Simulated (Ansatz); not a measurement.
**SnH4 (SMILES [H][Sn]([H])([H])[H]): the electronic atomisation energy, rung by rung**

SnH4 has 5 atoms, charge 0, and is taken as a singlet. SMILES: `[H][Sn]([H])([H])[H]`. Geometry: a GFN2-xTB relaxation, a rough one for these elements and not checked as a minimum.

Each level gives the electronic atomisation energy (eV). The values are calculated. Electronic energies at fixed atoms, without zero-point motion or spin-orbit coupling.

| level | kind | program | value (eV) | less FCI/STO-3G | CPU time (all runs) |
| --- | --- | --- | --- | --- | --- |
| BLYP/STO-3G | GGA | Ansatz | 18.51 | +2.34 | 3.2 s |
| PBE0/STO-3G | global hybrid | Ansatz | 17.93 | +1.76 | 2.7 s |
| CAM-B3LYP/STO-3G | range-separated hybrid | Ansatz | 18.69 | +2.52 | 3.1 s |
| wB97M-V/STO-3G | range-separated hybrid | Ansatz | 19.03 | +2.86 | 28 s |
| B2PLYP/STO-3G | double hybrid | Ansatz | 17.61 | +1.44 | 3.5 s |
| CCSD(T)/STO-3G | coupled cluster or CI | Ansatz | 16.16 | -0.01 | 0.78 s |
| CCSD/STO-3G | coupled cluster or CI | Ansatz | 16.16 | -0.01 | 0.78 s |
| CCSDT(Q)/STO-3G | coupled cluster or CI | Ansatz | 16.17 | 0.00 | 1.2 s |
| FCI/STO-3G | exact in the basis | Ansatz | 16.17 | 0.00 | 1.8 s |

FCI/STO-3G is exact within its basis and frozen core, so for wave-function methods in that basis the difference is their error; functionals converge differently with the basis, so for them it is only a difference. All-electron rows without a relativistic Hamiltonian named are non-relativistic. The values span 16.16 to 19.03 eV. All rows use very small basis sets, so even the best lies far from the true value. In the correlated wave-function rows the outer d shell of Sn is correlated, in sets not made for it. CPU times are rough (shared hosts, several kinds of processor): they show what a rung costs within a factor of a few.
